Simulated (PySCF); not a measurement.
NbCl₄⁺, singlet: structure and spectrum

These are results of B3LYP/[Nb def2-SVP with ECP28, Cl def2-SVP], scalar-relativistic core potentials, density fitting, no spin–orbit coupling, PySCF, not measurements.

The structure is a minimum.

```xyz
5
charge 1 multiplicity 1, angstrom
Nb    0.0000    0.0000    0.0000
Cl   -1.2820    1.2820   -1.2820
Cl   -1.2820   -1.2820    1.2820
Cl    1.2820   -1.2820   -1.2820
Cl    1.2820    1.2820    1.2820
```

| Quantity | Value |
| --- | --- |
| Point group | Td |
| Bond lengths | Nb–Cl 2.220 Å (×4) |
| Bond angles | Cl–Nb–Cl 109.5° (×6) |
| Highest occupied level | -14.89 eV |
| Dipole moment about the centre of mass | 0.00 D |
| Rotational constants | 0.03667, 0.03667, 0.03667 cm⁻¹ |
| Principal polarisabilities | 78.2, 78.2, 78.2 bohr³ |
| Entropy at 298.15 K and 1 bar | 356.3 J/(mol K) |
| Principal quadrupole moments (Buckingham, traceless) about the centre of mass | 0.00, 0.00, 0.00 D Å |
| Lowest empty level | -9.57 eV |
| Heat capacity Cp at 298.15 K | 95.5 J/(mol K) |
| Rotational symmetry number | 12 |
| Zero-point energy | 15.1 kJ/mol |
| Enthalpy at 298.15 K above 0 K | 21.50 kJ/mol |

Harmonic modes (masses in u: Nb 92.906, Cl 34.969):
| symmetry | ω (cm⁻¹) | IR (km/mol, summed over degenerate members) | μ (u) | type |
| --- | --- | --- | --- | --- |
| e | 123 | 0.0 | 34.97 | bend |
| t2 | 129 | 2.2 | 40.91 | bend |
| a1 | 425 | 0.0 | 34.97 | stretch |
| t2 | 488 | 231 | 45.38 | stretch |

In Td the vibrations span e + 2t2 + a1. The a1, e modes carry no infrared intensity, as symmetry demands.

Charges (e):
```json
{"atom": "Nb1", "Mulliken": "0.80", "Löwdin": "-0.65", "polar tensor": "2.17", "Mayer order to Nb1": "–"}
{"atom": "Cl2,3,4,5", "Mulliken": "0.05", "Löwdin": "0.41", "polar tensor": "-0.29", "Mayer order to Nb1": "1.54"}
```

Mulliken populations on Nb1 (electrons outside its core potential): s 2.33, p 6.60, d 3.19, f 0.08.

Outer orbital energies (eV). occupied: -16.53, -16.53, -15.60, -15.60, -15.60, -14.89, -14.89, -14.89; empty: -9.57, -9.57, -8.41, -8.41.

Formally Nb is in oxidation state +5, d0. The polar-tensor charge on Nb, 2.17, is far below the formal one.

Stability towards spin polarisation was not tested. Other isomers or separated fragments may lie lower.

The final relaxation and frequency run took 34 s on 2 threads of a shared Arm Neoverse V1 host, with 103 basis functions and 6 gradients; the process peaked at 1.4 GiB. Launch command: `OMP_NUM_THREADS=2 python axn.py task.json out`.
